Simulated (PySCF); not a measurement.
Species: C5H10OSi.
Numbering: `[CH2:1]=[CH:2][O:3][C:4](=[CH2:5])[CH2:6][SiH3:7]` (hydrogens: H8, H9 on C1; H10 on C2; H11, H12 on C5; H13, H14 on C6; H15, H16, H17 on Si7)

Level of theory: core-valence-separated Tamm–Dancoff BHandHLYP/aug-pcX-1 (pcseg-1 on H, def2-SVPD on Si) in PySCF, non-relativistic, gas phase, PBE0-D3(BJ)/def2-SVP geometry.

Computed carbon K-edge spectrum, Gaussian lines of 0.6 eV full width, highest printed point 100; it ends one width below the last computed root. BHandHLYP without relativity tends to put these K edges a few eV too low, so spacings mean more than positions.

photon energy (eV), absorption and a bar:
```
    282.0          0 
    282.1          1 
    282.2          3 #
    282.3          8 ##
    282.4         17 #####
    282.5         30 #########
    282.6         47 ##############
    282.7         66 ####################
    282.8         81 ########################
    282.9         88 ##########################
    283.0         85 #########################
    283.1         73 ######################
    283.2         56 #################
    283.3         38 ###########
    283.4         22 #######
    283.5         13 ####
    283.6          8 ##
    283.7         10 ###
    283.8         17 #####
    283.9         30 #########
    284.0         47 ##############
    284.1         66 ####################
    284.2         83 #########################
    284.3         95 ############################
    284.4        100 ##############################
    284.5         99 ##############################
    284.6         90 ###########################
    284.7         75 #######################
    284.8         57 #################
    284.9         38 ###########
    285.0         25 #######
    285.1         17 #####
    285.2         17 #####
    285.3         21 ######
    285.4         28 ########
    285.5         36 ###########
    285.6         45 #############
    285.7         55 ################
    285.8         65 ###################
    285.9         75 ######################
    286.0         81 ########################
    286.1         82 #########################
    286.2         77 #######################
    286.3         70 #####################
    286.4         62 ##################
    286.5         55 ################
    286.6         50 ###############
    286.7         44 #############
    286.8         39 ############
```

Q: Where are the maxima, and which lines make them up?

A: 3 maxima:
- 282.9 eV: C1 (terminal =CH2 carbon), 282.80 eV, f = 0.055, 1s→π*, 53 % of the height at the exact maximum; C5 (terminal =CH2 carbon), 283.05 eV, f = 0.051, 1s→π*, 47 % of the height at the exact maximum
- 284.4 eV: C4 (vinylic carbon bearing oxygen), 284.61 eV, f = 0.072, 1s→π*, 53 % of the height at the exact maximum; C2 (vinylic carbon bearing oxygen), 284.23 eV, f = 0.069, 1s→π*, 47 % of the height at the exact maximum
- 286.1 eV: C6 (sp3 carbon bound to silicon), 286.13 eV, f = 0.031, 35 % of the height at the exact maximum; C1 (terminal =CH2 carbon), 286.10 eV, f = 0.023, 26 % of the height at the exact maximum; C5 (terminal =CH2 carbon), 285.94 eV, f = 0.025, 25 % of the height at the exact maximum

Further lines of some strength in the range: C5, 285.48 eV, f = 0.009; C6, 285.49 eV, f = 0.009; C1, 285.62 eV, f = 0.010; C6, 285.77 eV, f = 0.007; C6, 286.56 eV, f = 0.028.

Roots within 0.03 eV on the same or equivalent atoms count as one line; shares under 12 % aren't listed.

Vibrational structure and lifetime widths aren't in the curve. The ionisation threshold wasn't computed; near and above it a finite basis only mimics Rydberg series and continuum.

The values belong to the conformer `[CH2:1]=[CH:2][O:3][C:4](=[CH2:5])[CH2:6][SiH3:7]`: C1–C2–O3–C4 -151°, C2–O3–C4–C5 21°, O3–C4–C6–Si7 69°.
